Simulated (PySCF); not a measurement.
Two-component Hartree-Fock for Sc (scandium, neutral)

Start: [Ar] 3d1 4s2; 3d5/2 filled at m_j = +5/2. Calculated with PySCF 2.14 in x2c-TZVPall-2c with one added diffuse shell each of s, p, d type (7s8p5d1f, 63 functions): generalised Hartree-Fock with the X2C-1e Hamiltonian and a Gaussian nucleus; one run each with spin-orbit coupling (SO) screened by Boettger's factors, then bare. This is a chosen level, not necessarily the ground level.

```
spinor shell  electrons  ε, screened SO (eV)  ε, bare SO (eV)  weight of nominal j (bare SO)  rms radius, bare SO (bohr)
       1s1/2          2              -4549.4          -4549.4                          1.000                      0.0844
       2s1/2          2              -535.09          -535.09                          1.000                       0.370
       2p1/2          2              -440.83          -441.17                          1.000                       0.338
       2p3/2          4              -436.03          -435.87                          1.000                       0.341
       3s1/2          2              -80.431          -80.433                          1.000                        1.13
       3p1/2          2              -52.556          -52.599                          0.995                        1.23
       3p3/2          4              -51.996          -51.979                          0.998                        1.24
       4s1/2          2              -10.291          -10.292                          0.995                        3.51
       3d5/2          1               -1.433           -1.433                          1.000                        10.6
```

| quantity | screened SO | bare SO |
| --- | --- | --- |
| E (hartree) | -763.05969 | -763.06072 |
| M_J | 5/2 | 5/2 |
| ⟨J²⟩ | 8.809 | 8.807 |
| ⟨L²⟩ | 6.059 | 6.057 |
| ⟨S²⟩ | 0.750 | 0.750 |

⟨J²⟩ departs a little from M_J(M_J + 1) because the unrestricted spinors polarise the closed shells.
